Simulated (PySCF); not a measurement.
A PySCF script (with the pyscf-properties extension) for the NMR shieldings of `C[C@@H]1PC[C@@H]1[SiH3]`, C4H11PSi, on a PBE0-D3(BJ)/def2-SVP geometry:

```python
import basis_set_exchange as bse
import numpy as np
from pyscf import gto, dft
from pyscf.prop import nmr

atoms = """
C    -1.476237   -1.412967   -0.119634
C    -0.945322   -0.171109    0.576098
P    -1.665845    1.415850   -0.184289
C     0.064469    1.277057   -0.922669
C     0.486650    0.269478    0.166790
Si    1.778214   -1.036324   -0.305908
H    -2.539123   -1.572889    0.116644
H    -1.392341   -1.340223   -1.216375
H    -0.923151   -2.313890    0.195852
H    -1.088095   -0.262634    1.663512
H    -1.267775    2.266410    0.897933
H     0.658209    2.197809   -1.011316
H    -0.009863    0.823609   -1.924884
H     0.919044    0.837964    1.008979
H     1.965268   -2.031379    0.797030
H     3.087271   -0.359098   -0.565216
H     1.380790   -1.769512   -1.548073
"""
names = dict.fromkeys(["C", "P", "Si", "H"], "pcSseg-1")
basis = {el: gto.basis.parse(bse.get_basis(n, elements=[el], fmt="nwchem")) for el, n in names.items()}
mol = gto.M(atom=atoms, basis=basis, charge=0, verbose=0)
mf = dft.RKS(mol, xc="PBE0")
mf.grids.level = 2
mf.grids.alignment = dft.numint.BLKSIZE   # the property module wants whole blocks of grid points
mf.conv_tol = 1e-9
mf.kernel()

calc = nmr.RKS(mf)   # GIAO
C = mf.mo_coeff
Co = C[:, mf.mo_occ > 0]
resp = mf.gen_response(singlet=True, hermi=2)
def vind(x):   # induced exchange potential for any number of trial vectors
    d = np.einsum("pi,xij,qj->xpq", C, 2 * x.reshape(-1, C.shape[1], Co.shape[1]), Co, optimize=True)
    return np.einsum("xpq,pi,qj->xij", resp(d - d.transpose(0, 2, 1)), C, Co, optimize=True).ravel()
mo1, _ = nmr.rhf.solve_mo1(calc, with_cphf=vind)
sigma = calc.kernel(mo1)
for i, s in enumerate(sigma):   # ppm
    print("%2d %-2s %9.2f" % (i, mol.atom_pure_symbol(i), np.trace(s) / 3))
```

Task: What are the results?

Result: 
```
 0 C     165.52
 1 C     156.62
 2 P     327.21
 3 C     167.45
 4 C     151.44
 5 Si    424.39
 6 H      29.99
 7 H      29.61
 8 H      29.93
 9 H      29.25
10 H      26.19
11 H      29.66
12 H      29.36
13 H      28.07
14 H      27.46
15 H      27.70
16 H      27.40
```

These numbers come from an equivalent density-fitted implementation of the same equations, which agrees with the script to about 0.01 ppm for H and up to a few tenths of a ppm for heavy atoms, so last digits may differ.

Size and cost of the density-fitted run: 171 basis functions, 28 s wall time on 1 thread of an Arm Neoverse V1, shared host; peak memory 0.82 GiB.
